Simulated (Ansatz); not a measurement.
`CN[SiH](F)S` → CH₃NH₂ + `F[Si]S` at 600 K and 1 bar (silylene formation by 1,1-elimination).

Calculated with Ansatz (gas phase, PBE0-D4/def2-TZVP geometries, no zero-point term in ΔE). CBS: MP2 limit from def2 TZ/QZ plus the TZ coupled-cluster correction, frozen cores. This one scheme is used for every species. Each species was taken in one conformer, which may not be the lowest.

```csv
species,CCSD(T)/CBS energy (Eh),H − E (kJ/mol),S (J/(mol·K))
`CN[SiH](F)S`,-883.13617,266.6,457.7
CH₃NH₂,-95.75281,199.3,283.8
`F[Si]S`,-787.30018,64.6,328.1
```

H − E and S are ideal-gas, rigid-rotor, harmonic terms from PBE0-D4/def2-TZVP, for one conformer and one mirror image of each species. 1 Eh = 2625.50 kJ/mol, R = 8.31446 J/(mol·K).

Problem. By hand: ΔE, ΔH, ΔS and ΔG.

Solution. ΔE = (-95.75281) + (-787.30018) − (-883.13617) = 0.08318 Eh = 218.4 kJ/mol. Δ(H − E) = 199.3 + 64.6 − 266.6 = -2.7, so ΔH = 215.7 kJ/mol. ΔS = 283.8 + 328.1 − 457.7 = 154.2 J/(mol·K). ΔG = 215.7 − 600 × (154.2)/1000 = 123.2 kJ/mol.

Problem. By hand: the equilibrium constant, and the temperature at which ΔG would vanish if ΔH and ΔS stayed fixed.

Solution. log₁₀ K = −ΔG/(RT ln 10) = -10.7. ΔG = 0 at ΔH/ΔS = 1399 K.

The number of gas molecules changes by +1, which sets the sign of ΔS. A doubt of 5 kJ/mol in ΔE shifts log₁₀ K by 0.4 here. Other conformers and mirror images would add mixing entropy, several J/(mol·K) or more a flexible species. These are equilibria of isolated gas molecules and say nothing of rates. Largest T1 diagnostic: 0.015 (customary marks: 0.02 for closed shells, 0.045 for open ones).
